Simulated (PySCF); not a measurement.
Gas-phase reaction: 2 SiHBr₃ + 2 SiH₂F ⇌ 3 SiH₂Br₂ + SiF₂

Computed with PySCF and rigid-rotor harmonic-oscillator thermochemistry at 1 bar. † marks an energy on the PBE0/def2-TZVP geometry and frequencies; other levels use their own. MP2 freezes the core. Open shells (unrestricted): SiH₂F (multiplicity 2); the rest are closed-shell singlets. Br: all electrons, no relativistic terms. SiH₂F: computed as isolated molecules; such fragments, hydroxides, amides, oligomers or adducts are transient or little studied in the gas. MP2 isn't extrapolated to the basis-set limit; its ΔH°(298 K) is -217.1 kJ in def2-SVP and -216.9 kJ in def2-TZVPP. The harmonic model lacks anharmonicity and excited electronic states, which grow with temperature; levels with a mode under 35 cm⁻¹ are left out. Soft modes under 120 cm⁻¹ make the harmonic entropy rough for SiHBr₃, SiH₂Br₂.

ΔH° and ΔS° at 298 K: BLYP/def2-TZVP† -234 kJ, -11 J/K; MP2/def2-SVP† -217 kJ, -11 J/K; PBE/def2-TZVP† -215 kJ, -11 J/K; PBE0/def2-QZVP† -211 kJ, -11 J/K; PBE0/def2-TZVP -211 kJ, -11 J/K; ωB97M-V/def2-TZVP† -253 kJ, -11 J/K.

Problem. With the heat capacities included, give log10 K (1 bar) at 800, 1000, 1400, 1600, 2500 K from BLYP/def2-TZVP†, MP2/def2-SVP†, PBE/def2-TZVP†, PBE0/def2-QZVP†, PBE0/def2-TZVP, ωB97M-V/def2-TZVP†.

Solution. 
| T (K) | BLYP/def2-TZVP† | MP2/def2-SVP† | PBE/def2-TZVP† | PBE0/def2-QZVP† | PBE0/def2-TZVP | ωB97M-V/def2-TZVP† |
|---|---|---|---|---|---|---|
| 800 | 14.6 | 13.5 | 13.4 | 13.1 | 13.1 | 15.9 |
| 1000 | 11.5 | 10.6 | 10.5 | 10.3 | 10.3 | 12.5 |
| 1400 | 8.0 | 7.4 | 7.3 | 7.1 | 7.1 | 8.7 |
| 1600 | 6.9 | 6.3 | 6.3 | 6.1 | 6.1 | 7.5 |
| 2500 | 4.1 | 3.7 | 3.7 | 3.6 | 3.6 | 4.5 |
